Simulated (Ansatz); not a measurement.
Cost against result

Saddle point of SiNH$_{8}$OF, closed shell (SiH₃F ([F][SiH3]) + H₂O + NH₃ → SiNH₄F ([NH2][SiH2][F]) + H₂O + H₂; bonds formed: Si1–N5, H2–H8, O9–H12; bonds broken: Si1–H2, N5–H12, H8–O9), PBE0-D4/def2-TZVP structure:

Si1  (-0.974, -0.718, 0.029)
H2  (0.722, -1.242, -0.132)
H3  (-1.206, -1.845, -0.913)
H4  (-2.380, -0.212, 0.220)
N5  (-0.313, 0.846, -0.671)
H6  (1.817, 0.666, 1.432)
F7  (-0.668, -0.888, 1.610)
H8  (1.359, -0.495, 0.226)
O9  (1.830, 0.577, 0.473)
H10  (-0.984, 1.605, -0.634)
H11  (-0.003, 0.740, -1.633)
H12  (0.801, 0.967, -0.007)
(Å)

Barriers are electronic and count from the start structure reached by relaxing down the imaginary mode.

Ansatz 0.2.0; basis: as named in each row; cores frozen in the correlated methods. B3LYP uses VWN-RPA correlation. Extrapolation: Hartree–Fock as exp(−7.88 √X), correlation as X^−2.97.

Times are rough, for one single point on 4 threads of a shared host (Arm Neoverse V1).

The estimate by CCSD(T) at an estimated basis limit (MP2 extrapolated from triple and quadruple zeta, plus CCSD(T) − MP2 in triple zeta) is 175.5 kJ/mol.

```tsv
method	basis	time (s)	barrier (kJ/mol)	method less estimate
HF	STO-3G	under 1	227.4	51.9
PBE-D4	STO-3G	under 1	-6.3	-181.8
SPW92	def2-SVP	under 1	66.8	-108.8
B3LYP-D4	6-31G	under 1	161.5	-14.0
PBE-D4	def2-SVP	under 1	112.4	-63.1
PBE0-D4	def2-SVP	under 1	138.0	-37.6
SPW92	def2-TZVPP	1	84.5	-91.1
PBE-D4	def2-TZVPP	2	128.8	-46.8
BLYP-D4	def2-TZVPP	2	145.9	-29.6
B3LYP-D4	def2-TZVPP	2	160.5	-15.1
BHLYP-D4	def2-TZVPP	2	185.5	9.9
PBE0-D4	def2-TZVPP	2	148.7	-26.8
CAM-B3LYP-D4	def2-TZVPP	2	163.2	-12.4
wB97M-V	def2-SVP	3	154.4	-21.2
r2SCAN-D4	def2-TZVPP	4	136.2	-39.3
r2SCAN0-D4	def2-TZVPP	4	152.8	-22.7
CCSD(T)	def2-SVP	4	181.6	6.1
RPA on PBE	def2-TZVPP	5	176.7	1.2
B2PLYP	def2-TZVPP	5	170.0	-5.6
wB97X-V	def2-TZVPP	6	169.0	-6.5
PBE-QIDH	def2-TZVPP	6	164.6	-11.0
B97M-V	def2-TZVPP	7	155.4	-20.2
wB97M-V	def2-TZVPP	8	169.4	-6.1
MP2	def2-QZVPP	19	167.0	-8.5
CCSD(T)	def2-TZVPP	130	176.4	0.8
```

All methods are single points on the PBE0-D4 structures; a negative value means that the method puts the saddle structure below the start.

T1 diagnostic: at most 0.012.

Labels in which every atom is bracketed show which atoms are joined, not bond orders.
